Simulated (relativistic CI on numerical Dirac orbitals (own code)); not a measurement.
# Sm2+: sensitivity of the levels to the model

Base calculation: Dirac-Coulomb-Breit CI, orbitals from a KLI potential per configuration, a model potential for QED, valence Slater integrals scaled by 0.85, P86 correlation energy added to each configuration.

CI space (outside the closed core [Xe]): 4f⁶, 4f⁵6s, 4f⁵6p, 4f⁵7s. The list is cut by size and lacks configurations that can hold low levels.

Variants: (1) valence Slater integrals scaled by 0.75; (2) Slater integrals left unscaled; (3) QED terms removed; (4) one mean potential for all configurations. Shifts of the energy above 4f⁶ ⁷F0, in cm⁻¹, for the lowest level and the first level of each name with at least 55 % of one term (blank where a level changes its place among those of its configuration and J or its character, or is not in the variant):

```csv
Level,Base,Δ(1),Δ(2),Δ(3),Δ(4),Measured
4f⁶ ⁷F0,0.0,0.0,0.0,0.0,0.0,0.0
4f⁶ ⁷F1,293.8,+23.6,-21.7,-2.4,-77.7,293.4
4f⁶ ⁷F2,817.1,+48.7,-45.8,-6.1,-200.9,813.5
4f⁶ ⁷F3,1500.8,+62.0,-58.1,-10.3,-341.5,1492.7
4f⁶ ⁷F4,2290.9,+59.0,-52.1,-14.4,-483.0,2277.9
4f⁶ ⁷F5,3148.9,+38.8,-25.9,-18.2,-616.4,3131.5
4f⁶ ⁷F6,4046.6,+0.8,+21.5,-21.6,-736.5,4027.0
4f⁶ ⁵D0,14355.6,-1947.1,+2943.6,+12.0,+1555.9,
4f⁶ ⁵D1,15645.5,-1873.8,+2863.5,+2.4,+1245.1,
4f⁶ ⁵D2,17572.0,-1862.0,+2847.8,-8.2,+898.8,
4f⁶ ⁵D3,19896.0,-1907.3,+2900.0,-18.7,+561.9,
4f⁶ ⁵L6,20124.5,-2292.1,+3440.7,-4.2,+1178.5,
4f⁶ ⁵L7,20924.8,-2248.8,+3399.2,-10.3,+968.9,
4f⁶ ⁵L8,21643.1,-2234.3,+3386.3,-14.9,+801.9,
4f⁶ ⁵G2,21990.5,-2382.4,+3583.0,-9.0,+1099.2,
4f⁶ ⁵G3,22149.0,-2369.3,+3573.6,-10.4,+1052.3,
4f⁶ ⁵G4,22197.0,-2361.0,,-12.0,,
4f⁶ ⁵L9,22241.1,-2243.9,+3401.1,-18.0,+683.6,
4f⁶ ⁵G5,22251.7,-2413.0,+3631.3,-9.5,+1071.8,
4f⁶ ⁵G6,22259.2,-2458.0,+3688.0,-7.9,+1116.2,
4f⁶ ⁵D4,22584.3,-2007.5,,-27.9,,
4f⁶ ⁵L10,22644.3,-2289.1,+3455.5,-18.9,+640.5,
```

For a near-neutral ion this model can misplace configurations by up to about 10,000 cm⁻¹ (more where the count of f electrons changes) and terms by 10 to 25 % of their spread. Rates follow the energies as ν³ (E1, M1) or ν⁵ (E2), so they and the lifetimes can be off by large factors. The fine structure of a lone outer electron comes out too small, for d and f at times inverted, and misplaced configurations move strength between like terms. 6 of the 28 excited levels that our extract of the measured tables holds in this range could be paired (the sources list more); they are missed by 10 cm⁻¹ on average and 20 at most, and levels without a partner can miss by more. Some levels of the ground configuration have no partner and can miss by 10 % or more.

Measured levels: Martin, Zalubas and Hagan, Atomic Energy Levels: The Rare-Earth Elements, NSRDS-NBS 60 (1978).

Ionisation energy from the two ground configurations alone: base 21.89 eV; valence Slater integrals scaled by 0.75 21.77 eV; Slater integrals left unscaled 22.07 eV; QED terms removed 21.87 eV. The NIST ASD value (semi-empirical) is 23.55 eV. The gap of more than 2 % comes from missing correlation, or from a tabulated value that is itself an estimate.
